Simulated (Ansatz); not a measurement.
H3Si (SMILES [SiH3-]) at its CCSD(T)/cc-pV(T+d)Z minimum, average atomic masses, point group C3v.
(charge -1, multiplicity 1):
```xyz
4

Si    -0.001     0.000     0.080
H     -0.526     1.190    -0.753
H      1.304    -0.135    -0.736
H     -0.759    -1.057    -0.753
```

Frozen-core correlation.

The values were computed with Ansatz (Gaussian basis) for Hartree–Fock, density functionals and correlated methods. Values without a source in brackets are computed.

Harmonic frequencies (cm⁻¹): 906 974 974 1885 1885 1912.

Problem. Work out the rotational constants, the zero-point energy, and the ideal-gas entropy and heat capacity at 298.15 K and 1 bar (rigid rotor, harmonic oscillator).

Solution. 
Principal moments 4.444, 4.444, 5.147 u Å² give 16.8576/I = 3.793, 3.793, 3.275 cm⁻¹. Zero point: Σω/2 = 4268 cm⁻¹ = 12.20 kcal/mol. Translation R(1.5 ln M + 2.5 ln T − 1.1517) with M = 31.109 u: 151.73 J/(mol K). Rotation with σ = 3: q = 256.7, S = R(ln q + 3/2) = 58.60. Vibration, summed over R(u/(eᵘ − 1) − ln(1 − e⁻ᵘ)) with u = 1.43878ω/T: 1.47, of which the lowest mode gives 0.57. S° = 211.8 J/(mol K); C_p = 4R + 5.69 = 38.94 J/(mol K).

Ansatz is an electronic-structure program.
